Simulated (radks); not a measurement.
Results of a calculation; reference values are marked as such.
Isoelectronic series with 6 electrons, each ion in its NIST ground configuration. Level of theory: scalar-relativistic Kohn-Sham, BLYP, spin-polarised, spherical densities, finite nucleus; open shells are filled with parallel spins first (spin-orbit coupling, left out, can overturn this in heavy ions); Fermi nuclear charge, rms radius of each element as measured or else 0.836 A^(1/3) + 0.57 fm (a radial shooting solver on a logarithmic mesh with Libxc functionals). Total energies (hartree) and mean radii <r> (bohr):

[
 {"ion": "C", "configuration": "[He] 2s2 2p2", "E (hartree)": "-37.85970", "2p up": "1.741", "2s down": "1.617", "2s up": "1.553"},
 {"ion": "F3+", "configuration": "[He] 2s2 2p2", "E (hartree)": "-95.58979", "2p up": "0.8179", "2s down": "0.8883", "2s up": "0.8705"},
 {"ion": "Mg6+", "configuration": "[He] 2s2 2p2", "E (hartree)": "-180.50347", "2p up": "0.5440", "2s down": "0.6126", "2s up": "0.6045"},
 {"ion": "P9+", "configuration": "[He] 2s2 2p2", "E (hartree)": "-292.69921", "2p up": "0.4086", "2s down": "0.4675", "2s up": "0.4629"},
 {"ion": "Ar12+", "configuration": "[He] 2s2 2p2", "E (hartree)": "-432.33543", "2p up": "0.3272", "2s down": "0.3778", "2s up": "0.3748"},
 {"ion": "Sc15+", "configuration": "[He] 2s2 2p2", "E (hartree)": "-599.61508", "2p up": "0.2729", "2s down": "0.3168", "2s up": "0.3147"},
 {"ion": "Cr18+", "configuration": "[He] 2s2 2p2", "E (hartree)": "-794.78437", "2p up": "0.2340", "2s down": "0.2725", "2s up": "0.2710"},
 {"ion": "Co21+", "configuration": "[He] 2s2 2p2", "E (hartree)": "-1018.13379", "2p up": "0.2047", "2s down": "0.2389", "2s up": "0.2377"},
 {"ion": "Zn24+", "configuration": "[He] 2s2 2p2", "E (hartree)": "-1270.00021", "2p up": "0.1818", "2s down": "0.2124", "2s up": "0.2115"},
 {"ion": "As27+", "configuration": "[He] 2s2 2p2", "E (hartree)": "-1550.76892", "2p up": "0.1635", "2s down": "0.1911", "2s up": "0.1903"},
 {"ion": "Kr30+", "configuration": "[He] 2s2 2p2", "E (hartree)": "-1860.87780", "2p up": "0.1484", "2s down": "0.1735", "2s up": "0.1728"},
 {"ion": "Mo36+", "configuration": "[He] 2s2 2p2", "E (hartree)": "-2571.14225", "2p up": "0.1251", "2s down": "0.1460", "2s up": "0.1456"}
]
